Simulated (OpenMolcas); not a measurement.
**Potential curves of GeB: spin-free states**

Computed with OpenMolcas 26.06: state-averaged CASSCF(7,8) over Ge 4s 4p, B 2s 2p, XMS-CASPT2 (IPEA 0.25, imaginary shift 0.2 hartree), scalar X2C, ANO-RCC-VTZP, then RASSI spin–orbit state interaction with atomic mean-field integrals. C2 symmetry about the axis (a holds Σ, Δ, Γ; b holds Π, Φ, H; Σ⁺ and Σ⁻ are not told apart); roots by multiplicity and irrep: 4a 5, 2a 5, 2b 6, 4b 4, 6b 2.

XMS-CASPT2 energies in eV from the lowest point. Curves are followed by energy order within each symmetry, so they are adiabatic and may change character at avoided crossings; Σ⁺ and Σ⁻ are counted together.

```json
{"R (Å)": "1.703", "(1)4Σ": "0.960", "(1)2Π": "1.206", "(1)2Δ": "1.923", "(1)2Σ": "1.889", "(2)2Σ": "2.351", "(1)4Δ": "5.391", "(3)4Σ": "5.521", "(3)2Π": "3.787", "(1)6Π": "5.090"}
{"R (Å)": "1.802", "(1)4Σ": "0.357", "(1)2Π": "0.845", "(1)2Δ": "1.265", "(1)2Σ": "1.252", "(2)2Σ": "1.673", "(1)4Δ": "4.269", "(3)4Σ": "4.393", "(3)2Π": "3.369", "(1)6Π": "4.408"}
{"R (Å)": "1.891", "(1)4Σ": "0.089", "(1)2Π": "0.758", "(1)2Δ": "0.965", "(1)2Σ": "0.966", "(2)2Σ": "1.339", "(1)4Δ": "3.586", "(3)4Σ": "3.702", "(3)2Π": "3.159", "(1)6Π": "4.091"}
{"R (Å)": "1.980", "(1)4Σ": "0.000", "(1)2Π": "0.798", "(1)2Δ": "0.840", "(1)2Σ": "0.851", "(2)2Σ": "1.190", "(1)4Δ": "3.126", "(3)4Σ": "3.235", "(3)2Π": "3.059", "(1)6Π": "3.947"}
{"R (Å)": "2.079", "(1)4Σ": "0.042", "(1)2Π": "0.922", "(1)2Δ": "0.839", "(1)2Σ": "0.866", "(2)2Σ": "1.172", "(1)4Δ": "2.805", "(3)4Σ": "2.951", "(3)2Π": "3.010", "(1)6Π": "3.932"}
{"R (Å)": "2.178", "(1)4Σ": "0.179", "(1)2Π": "1.074", "(1)2Δ": "0.942", "(1)2Σ": "0.979", "(2)2Σ": "1.256", "(1)4Δ": "2.628", "(3)4Σ": "2.985", "(3)2Π": "3.019", "(1)6Π": "4.017"}
{"R (Å)": "2.317", "(1)4Σ": "0.454", "(1)2Π": "1.224", "(1)2Δ": "1.187", "(1)2Σ": "1.229", "(2)2Σ": "1.472", "(1)4Δ": "2.535", "(3)4Σ": "3.091", "(3)2Π": "3.097", "(1)6Π": "4.233"}
{"R (Å)": "2.495", "(1)4Σ": "0.864", "(1)2Π": "1.404", "(1)2Δ": "1.566", "(1)2Σ": "1.606", "(2)2Σ": "1.822", "(1)4Δ": "2.565", "(3)4Σ": "3.213", "(3)2Π": "3.237", "(1)6Π": "4.573"}
{"R (Å)": "2.772", "(1)4Σ": "1.477", "(1)2Π": "1.769", "(1)2Δ": "2.141", "(1)2Σ": "2.140", "(2)2Σ": "2.351", "(1)4Δ": "2.718", "(3)4Σ": "3.238", "(3)2Π": "3.497", "(1)6Π": "5.119"}
{"R (Å)": "3.168", "(1)4Σ": "2.148", "(1)2Π": "2.287", "(1)2Δ": "2.721", "(1)2Σ": "2.627", "(2)2Σ": "2.820", "(1)4Δ": "2.889", "(3)4Σ": "3.165", "(3)2Π": "3.804", "(1)6Π": "5.710"}
{"R (Å)": "3.762", "(1)4Σ": "2.644", "(1)2Π": "2.741", "(1)2Δ": "2.968", "(1)2Σ": "2.775", "(2)2Σ": "2.987", "(1)4Δ": "2.991", "(3)4Σ": "3.052", "(3)2Π": "3.932", "(1)6Π": "6.171"}
```

Question: With masses 73.921 and 11.009 u, fit the curves (1)4Σ, (1)2Δ, (2)2Σ, (1)6Π near their minima.

Answer: At XMS-CASPT2, Te from the lowest curve (the fit fixes ωe to a per cent or two; the method's Re and ωe can be off by some per cent):

```
curve  Te (cm⁻¹)  Re (Å)  ωe (cm⁻¹)
(1)4Σ          0   1.995      634.7
(1)2Δ       6660   2.028      598.4
(2)2Σ       9400   2.042      585.2
(1)6Π      31660   2.040      586.5
```

Left out for impure symmetry, kinks or missing points, though low: (1)4Π, (2)2Π, (3)2Σ, (2)4Σ, (2)4Π. Only roots inside an energy window near the equilibrium distance were included, so the list of states is not complete; labels number the states computed. Each spin and symmetry block has orbitals of its own, averaged over its own roots, so gaps between blocks are less sure than gaps within one and near the minimum can be off by tenths of an eV, in bad cases by more. No Rydberg orbitals are active, so Rydberg states, and σ→σ* states whose orbital the CASSCF left unused, can be missing between those listed. CASPT2 splits the two components of degenerate states numerically, here by up to 84 cm⁻¹. At stretched bonds a block can hold a wrong CASSCF solution and miss its lowest state; points past a visible jump are left out. No roots were computed in block 6a (none fell in the window or the block failed), so states of that kind are missing and can lie low or lowest. Points that failed a check (symmetry, reference weights, a jump) are left out.
